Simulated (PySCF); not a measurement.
Species: H4O3SiTe.
Atom-mapped SMILES: `[OH:1][Si:2]([OH:3])([OH:4])[TeH:5]` (hydrogens: H6 on O1; H7 on O3; H8 on O4; H9 on Te5)

Method: PBE0-D3(BJ)/def2-SVP geometry optimisation, gas phase, def2 core potentials past Kr (PySCF 2.14.0); density fitting, grid level 1; the optimiser is geomeTRIC in internal coordinates, started from a GFN2-xTB structure with every atom displaced at random (about 0.01 Å).

Step 1: E = -21364.5877 eV
```
atom  x, y, z in Å  |  force x, y, z in eV/Å
O1     -0.4730    0.6231    1.4990   -0.148  -0.108   0.162
Si2    -0.1549   -0.1371    0.0715   -0.189  -0.340   0.019
O3     -0.1624    1.0352   -1.0802   -0.123   0.308  -0.042
O4     -1.3058   -1.3244   -0.1321    0.152   0.322   0.152
Te5     2.0403   -1.3075   -0.0479   -0.001   0.049   0.009
H6     -0.7188    0.0877    2.2645    0.106   0.083  -0.226
H7     -0.6744    1.8310   -0.8699    0.145  -0.277  -0.013
H8     -1.3500   -1.7580   -0.9886    0.065   0.001  -0.052
H9      2.8461    0.1462   -0.1547   -0.005  -0.038  -0.008
```

Step 2: E = -21364.5950 eV
```
atom  x, y, z in Å  |  force x, y, z in eV/Å
O1     -0.4846    0.6238    1.4968   -0.065   0.036   0.030
Si2    -0.1562   -0.1354    0.0725   -0.054  -0.146   0.010
O3     -0.1625    1.0361   -1.0820    0.022   0.061  -0.053
O4     -1.3067   -1.3127   -0.1266    0.026   0.114   0.029
Te5     2.0377   -1.3063   -0.0395   -0.009  -0.010   0.009
H6     -0.7172    0.0783    2.2538    0.038  -0.019  -0.019
H7     -0.6771    1.8216   -0.8638    0.000  -0.026   0.021
H8     -1.3354   -1.7488   -0.9833    0.032  -0.017  -0.017
H9      2.8489    0.1393   -0.1665    0.009   0.008  -0.011
```

Task: Estimate the geometry and energy of step 3. (The exact step hangs on the optimiser's Hessian estimate; all steps are aligned on step 2, rigid shifts and turns removed.)

Result: E = -21364.5975 eV, largest force 0.073 eV/Å
```
atom  x, y, z in Å  |  force x, y, z in eV/Å
O1     -0.4986    0.6270    1.4963   -0.028   0.055  -0.025
Si2    -0.1597   -0.1337    0.0747    0.037   0.005  -0.001
O3     -0.1579    1.0390   -1.0810    0.059  -0.035  -0.018
O4     -1.3100   -1.3040   -0.1279   -0.050  -0.014  -0.041
Te5     2.0331   -1.3073   -0.0278    0.008   0.000   0.007
H6     -0.7136    0.0724    2.2506    0.012  -0.039   0.052
H7     -0.6771    1.8181   -0.8570   -0.041   0.057   0.020
H8     -1.3181   -1.7496   -0.9809    0.013  -0.020   0.012
H9      2.8489    0.1340   -0.1855   -0.009  -0.009  -0.007
```

The energy changes by -0.0025 eV. The first-order estimate −F·Δx gives -0.0035 eV and the mean of the old and new forces, exact on a quadratic surface, -0.0023 eV. The step makes an angle of 67° with the force vector and moves no atom by more than 0.020 Å.

The cost below is that of the whole optimisation. Hardware: Intel Xeon Platinum 8488C, one thread, shared host with 96 logical CPUs at a one-minute load of 23. Cost: 39 s of wall time, 0.46 GiB resident at most.
